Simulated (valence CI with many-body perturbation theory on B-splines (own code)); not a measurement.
# Lu32+ in brief

Calculated by configuration interaction combined with many-body perturbation theory (CI+MBPT): three valence electrons over a frozen Dirac-Fock core [Kr], a basis of 7 s, 7 p, 8 d, 6 f, 4 g, 1 h functions for each j, with the one-electron correlation potential Σ1 (screened to all orders), the two-electron term Σ2, the three-electron term Σ3, Breit, model QED; selected single and double excitations, second order for the rest, scaled by the run's own slope (own B-spline code, finite nucleus).

The last digits are not significant, and no measured levels were compared; by estimate large intervals hold to a few tenths of a per cent, small ones and those within an open d or f shell to about a per cent. Only levels of the ground parity were solved; by the run's estimate the other parity begins above the list, which can be wrong where configurations are misplaced.

Levels are named by their leading jj configuration (3d3/2^4 stands for four electrons in 3d with j = 3/2), which in mixed levels can hold well under half, so a name can repeat and another be missing.

Rates and lifetimes use the calculated energies. Strong lines usually hold to 10 to 20 %, long lifetimes can be off by a factor of two.

(1) What is the ground level?

(2) Name the longest-lived excited levels whose lifetime is computed, and their main decay.

(3) How well does LS coupling describe the low levels?

(4) What is the ionisation energy?

Results:

(1) (4d3/2^3) J=3/2, composition 53 % 4d³ ⁴F + 34 % 4d³ ²D + 9 % 4d³ ²P, g = 0.667.

(2) (4d3/2^2 4d5/2) J=9/2 at 15.437 eV lives 2.28 s, mostly by M1 to (4d3/2^2 4d5/2) J=7/2.

(3) Among the lowest 19 levels the leading LS term, summed over configurations, holds 58 % on average. For single configurations the figures are 58 % in LS and 94 % in jj coupling. Terms mix most in the J = 3/2 level at 13.872 eV, where the leading one holds 40 %.

(4) 1293.5 eV; NIST lists 1292 ± 4 eV (theoretical).
